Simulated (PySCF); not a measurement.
Pb: excitation energy

Pb [Xe] 4f14 5d10 6s2 6p2 (3P) → Pb [Xe] 4f14 5d10 6s1 6p2 6d1 (high-spin determinant), as a difference of total energies. All numbers are calculated (PySCF 2.14, a scalar-relativistic core potential, in aug-cc-pVQZ-PP with ECP60MDF (7s7p5d3f2g, 92 functions)). Correlated levels: valence: 5s2 5p6 5d10 frozen. The calculations carry no spin-orbit coupling.

```json
{"method": "UHF", "excitation energy (cm⁻¹)": "89651"}
{"method": "LDA", "excitation energy (cm⁻¹)": "108100"}
{"method": "PBE", "excitation energy (cm⁻¹)": "104380"}
{"method": "PBE0", "excitation energy (cm⁻¹)": "102600"}
{"method": "r2SCAN", "excitation energy (cm⁻¹)": "103500"}
{"method": "B97-3", "excitation energy (cm⁻¹)": "104200"}
{"method": "MN15", "excitation energy (cm⁻¹)": "111070"}
{"method": "M06", "excitation energy (cm⁻¹)": "106800"}
{"method": "MP2 (valence)", "excitation energy (cm⁻¹)": "95698"}
{"method": "SCS-MP2 (valence)", "excitation energy (cm⁻¹)": "97902"}
```

Spin-orbit coupling is strong in these open shells (close to jj coupling). The scalar numbers leave it out and a first-order estimate fails, so it can dominate the gap to the real levels.

The upper state lies above the first ionisation limit.

The promoted electron is Rydberg-like, and one or two diffuse shells describe it only roughly, which tends to raise the upper state.

The determinant of the upper state mixes LS terms, which raises its energy above the lowest term, most at the Hartree-Fock and MP2 levels.
